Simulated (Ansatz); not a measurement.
Two isomers of C2H6SeSi: A = `CC([SiH3])=[Se]`, B = `C[SiH]1C[Se]1`.

Isolated molecules relaxed with PBE0-D4/def2-TZVP in Ansatz; ΔE leaves out vibrations. CBS: MP2 limit from def2 TZ/QZ plus the TZ coupled-cluster correction, frozen cores. DFT in def2-TZVPP. B3LYP here is the variant with VWN-RPA as its local correlation; programs differ in this. For Se outer-core shells are correlated without core-valence functions, which leaves a few kJ/mol of doubt a bond. Scalar relativity is left out up to krypton.

(1) Which is lower in electronic energy at CCSD(T)/CBS, and by how much? (Estimate.)

(2) Give E(B) − E(A) in kcal/mol with B3LYP-D4, r2SCAN-D4, PBE-D4, B2PLYP, CCSD(T)/def2-TZVPP, B3LYP, HF/def2-TZVPP. (Best estimate.)

Largest T1 diagnostic: 0.015.

## Answers

(1) Ansatz gave: B, by 32.7 kcal/mol.

(2) Computed: B3LYP-D4 -30.8, r2SCAN-D4 -35.8, PBE-D4 -34.2, B2PLYP -31.6, CCSD(T)/def2-TZVPP -31.7, B3LYP -31.1, HF/def2-TZVPP -30.8. None reverses the order clearly.

In def2-TZVPP, CCSD(T) changes the Hartree–Fock value by −0.9 kcal/mol (the triples alone add +0.8 kcal/mol) and MP2 by −3.7 kcal/mol. From PBE to PBE0 (25 % exact exchange), in def2-TZVPP and without D4, E(B) − E(A) moves by −2.6 kcal/mol.
